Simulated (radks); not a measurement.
Coulomb parameter of the 3d shell of the cobalt ion Co2+ in the model configuration [Ar] 3d6 4s1, as a second difference U = [E(n + 0.5) + E(n - 0.5) - 2 E(n)] / (0.5)^2 with all orbitals relaxed. "Bare": the charge of the atom changes with n. "Screened": the 4s shell takes up the change at fixed total charge, which measures U(3d,3d) + U(4s,4s) - 2 U(3d,4s). All-electron calculation, Dirac Kohn-Sham, LDA (Slater exchange, Perdew-Wang correlation), spin-unpolarised, spherical densities, finite nucleus; open shells are shared between the two j in proportion to 2j + 1; Fermi nuclear charge, rms radius 3.7875 fm. Program: a radial shooting solver on a logarithmic mesh with Libxc functionals.

case	configuration	E - E(n) (eV)
start	[Ar] 3d6 4s1	0.000
bare +0.5	[Ar] 3d6.5 4s1	-14.695
bare -0.5	[Ar] 3d5.5 4s1	19.203
screened +0.5	[Ar] 3d6.5 4s0.5	-4.594
screened -0.5	[Ar] 3d5.5 4s1.5	5.728

U(bare) = 18.032 eV, U(screened by 4s) = 4.535 eV.
